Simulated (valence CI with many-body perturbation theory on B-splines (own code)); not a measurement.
E1 transitions of Bi LXXIX

Computed by relativistic CI+MBPT: three valence electrons over a frozen Dirac-Fock core [He], radial functions for each j: 11 s, 11 p, 10 d, 8 f, 5 g, 2 h, with the one-electron correlation potential Σ1, the two-electron term Σ2, the three-electron term Σ3, Breit, model QED; selected CI, second order for the rest, scaled by the run's own slope (own B-spline code, finite nucleus).

No measured spectrum was set against this ion. As an estimate, large intervals hold to a few tenths of a per cent, small ones and those within an open d or f shell to about a per cent.

Lines 101 to 150 of 532 in falling wavelength, among levels below 21205 eV, chosen from the strongest by gf and those to the six lowest levels. Wavelengths and rates use the calculated energies. Electric multipoles are in the length gauge with retardation, E1 and E2 with the static RPA response of the core. Weak lines are less certain than strong ones. Lines between different terms over intervals too small for the method are left out, as are lines whose strength nearly cancels. The highest levels of a list are the least certain.

Levels are named by their leading jj configuration (3d3/2^4 stands for four electrons in 3d with j = 3/2), which in mixed levels can hold well under half, so a name can repeat and another be missing. Letters in brackets count levels of one name in rising energy.

```
λ vac (nm)                          Upper                       Lower   A (s⁻¹)  log gf  Branch %
     1.513     (2s 2p3/2 3p3/2) J=5/2 [b]     (2s 2p3/2 3s) J=3/2 [b]  4.02e+12   -0.08       0.9
     1.512  (2p1/2 2p3/2 3p3/2) J=3/2 [a]      (2p1/2 2p3/2 3s) J=1/2  1.00e+12   -0.86       0.1
     1.503  (2p1/2 2p3/2 3d3/2) J=5/2 [b]   (2p1/2 2p3/2 3p1/2) J=5/2  1.01e+12   -0.69       0.0
     1.499     (2s 2p1/2 3d3/2) J=3/2 [b]      (2s 2p1/2 3p1/2) J=3/2  1.26e+12   -0.77       0.0
     1.499      (2p3/2^2 3p3/2) J=3/2 [b]          (2p3/2^2 3s) J=1/2  3.97e+12   -0.27       0.5
     1.497         (2s 2p3/2 3p3/2) J=7/2         (2s 2p3/2 3s) J=5/2  4.42e+12    0.07      39.2
     1.491     (2s 2p3/2 3p3/2) J=5/2 [a]     (2s 2p3/2 3s) J=3/2 [a]  1.94e+12   -0.41       0.4
     1.490  (2p1/2 2p3/2 3p3/2) J=3/2 [b]  (2p1/2 2p3/2 3s) J=3/2 [b]  1.42e+12   -0.72       0.2
     1.490     (2s 2p3/2 3d5/2) J=5/2 [b]  (2p1/2 2p3/2 3s) J=3/2 [b]  9.87e+11   -0.71       0.0
     1.486     (2s 2p1/2 3p3/2) J=5/2 [a]         (2s 2p1/2 3s) J=3/2  2.36e+12   -0.33       0.2
     1.482     (2s 2p3/2 3d5/2) J=7/2 [b]      (2p1/2 2p3/2 3s) J=5/2  1.04e+12   -0.56       0.2
     1.481     (2s 2p3/2 3p3/2) J=1/2 [a]     (2s 2p3/2 3s) J=3/2 [a]  3.92e+12   -0.59       0.4
     1.478          (2p1/2^2 3p3/2) J=3/2          (2p1/2^2 3s) J=1/2  4.25e+12   -0.25       0.6
     1.473     (2s 2p3/2 3d5/2) J=5/2 [b]      (2p1/2 2p3/2 3s) J=5/2  1.08e+12   -0.67       0.0
     1.472     (2s 2p3/2 3p3/2) J=3/2 [b]     (2s 2p3/2 3s) J=3/2 [b]  2.09e+12   -0.57       0.5
     1.472     (2s 2p1/2 3p3/2) J=3/2 [a]     (2s 2p1/2 3s) J=1/2 [a]  4.31e+12   -0.25       1.6
     1.470             (2s^2 3p3/2) J=3/2             (2s^2 3s) J=1/2  4.68e+12   -0.22      18.8
     1.463  (2p1/2 2p3/2 3p3/2) J=3/2 [b]      (2p1/2 2p3/2 3s) J=1/2  1.41e+12   -0.74       0.2
     1.458  (2p1/2 2p3/2 3p3/2) J=5/2 [b]  (2p1/2 2p3/2 3s) J=3/2 [b]  1.26e+12   -0.62       0.1
     1.457     (2s 2p3/2 3p3/2) J=3/2 [b]         (2s 2p3/2 3s) J=1/2  2.71e+12   -0.46       0.6
     1.457     (2s 2p1/2 3p3/2) J=3/2 [b]         (2s 2p1/2 3s) J=3/2  2.20e+12   -0.55       0.4
     1.448     (2s 2p3/2 3p3/2) J=1/2 [b]         (2s 2p3/2 3s) J=1/2  3.90e+12   -0.61       6.8
     1.447     (2s 2p1/2 3p3/2) J=5/2 [b]         (2s 2p1/2 3s) J=3/2  2.26e+12   -0.37       0.2
     1.442  (2p1/2 2p3/2 3p3/2) J=3/2 [b]  (2p1/2 2p3/2 3s) J=3/2 [a]  1.53e+12   -0.72       0.2
     1.441  (2p1/2 2p3/2 3p3/2) J=5/2 [b]      (2p1/2 2p3/2 3s) J=5/2  1.29e+12   -0.62       0.1
     1.436      (2p3/2^2 3p3/2) J=3/2 [a]          (2p3/2^2 3s) J=3/2  3.70e+12   -0.34       0.5
     1.434     (2s 2p3/2 3p3/2) J=5/2 [a]         (2s 2p3/2 3s) J=5/2  2.71e+12   -0.30       0.5
     1.423  (2p1/2 2p3/2 3p3/2) J=1/2 [b]  (2p1/2 2p3/2 3s) J=3/2 [b]  4.00e+12   -0.61       0.6
    0.6839             (2s^2 5p1/2) J=1/2          (2s^2 4d3/2) J=3/2  1.83e+13   -0.59      12.1
    0.6838         (2s 2p1/2 5p1/2) J=1/2  (2s 2p1/2 4d3/2) J=3/2 [a]  1.80e+13   -0.60       7.1
    0.6825            (2s 2p1/2 5s) J=1/2  (2s 2p1/2 4p3/2) J=3/2 [a]  3.68e+13   -0.29      18.1
    0.6822                (2s^2 5s) J=1/2          (2s^2 4p3/2) J=3/2  3.67e+13   -0.29      17.0
    0.6572             (2s^2 5p3/2) J=3/2          (2s^2 4d5/2) J=5/2  9.84e+12   -0.59      10.8
    0.6364             (2s^2 5f5/2) J=5/2          (2s^2 4d5/2) J=5/2  6.74e+12   -0.61       2.2
    0.6180             (2s^2 5d3/2) J=3/2          (2s^2 4p3/2) J=3/2  1.00e+13   -0.64       1.4
    0.6110             (2s^2 5f5/2) J=5/2          (2s^2 4d3/2) J=3/2  9.41e+13    0.50      30.9
    0.6054             (2s^2 5d5/2) J=5/2          (2s^2 4p3/2) J=3/2  5.48e+13    0.26       9.4
    0.5677         (2s 2p1/2 5p1/2) J=1/2     (2s 2p1/2 4s) J=1/2 [a]  3.35e+13   -0.49      13.2
    0.5667             (2s^2 5p1/2) J=1/2             (2s^2 4s) J=1/2  3.44e+13   -0.48      22.8
    0.5362             (2s^2 5d3/2) J=3/2          (2s^2 4p1/2) J=1/2  3.81e+13   -0.18       5.5
    0.5293             (2s^2 5p3/2) J=3/2             (2s^2 4s) J=1/2  1.73e+13   -0.54      19.0
    0.4548          (2p3/2^2 3p3/2) J=5/2  (2s 2p3/2 3p3/2) J=3/2 [b]  1.52e+13   -0.55       2.0
    0.4535          (2p3/2^2 3d5/2) J=7/2  (2s 2p3/2 3d5/2) J=5/2 [b]  7.71e+12   -0.72      10.1
    0.4527          (2p3/2^2 3d5/2) J=7/2  (2s 2p3/2 3d5/2) J=7/2 [b]  7.49e+12   -0.74       9.8
    0.4527          (2p3/2^2 3d5/2) J=9/2  (2s 2p3/2 3d5/2) J=7/2 [b]  1.70e+13   -0.28      22.7
    0.4522          (2p3/2^2 3d5/2) J=1/2  (2s 2p3/2 3d5/2) J=3/2 [b]  2.18e+13   -0.87       1.4
    0.4515             (2s 2p3/2^2) J=5/2          (2s^2 2p3/2) J=3/2  8.79e+12   -0.79      98.0
    0.4512          (2p3/2^2 3p3/2) J=7/2  (2s 2p3/2 3p3/2) J=5/2 [b]  2.73e+13   -0.18       3.6
    0.4504             (2p3/2^2 3s) J=5/2     (2s 2p3/2 3s) J=3/2 [b]  2.32e+13   -0.37       9.5
    0.4497          (2p3/2^2 3d3/2) J=7/2  (2s 2p3/2 3d3/2) J=5/2 [b]  2.35e+13   -0.24       0.9
```

Question: How does gf follow from A for the line at 0.6054 nm?

Answer: gf = 1.4992 × (2J+1)_upper × A / σ², with σ = 16517366 cm⁻¹ and 2J+1 = 6: gf = 1.81.
